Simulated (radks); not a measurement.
Task: The neodymium ion Nd19+, [Kr] 4d5. Method: non-relativistic Kohn-Sham, exchange-only B88, spin-polarised, spherical densities, point nucleus; computed with a radial shooting solver on a logarithmic mesh with Libxc functionals. Every spin shell is full or empty, so the densities are truly spherical. Functionals are evaluated on that one density, not self-consistently. Rank these orbital-free kinetic functionals by their error against the exact value of the orbitals, and give that value: Thomas-Fermi, von Weizsacker, TF + vW, TF + vW/5, Perdew 92, Thakkar, LKT, DePristo-Kress.

Result: Exact: 9144.35 hartree. From best to worst, with 100 (|E| - |E exact|)/|E exact| (equal figures are ties): DePristo-Kress -0.14, Thakkar -0.65, Perdew 92 -0.69, TF + vW/5 +2.85, Thomas-Fermi -5.14, LKT +18.32, TF + vW +34.79, von Weizsacker -60.07.
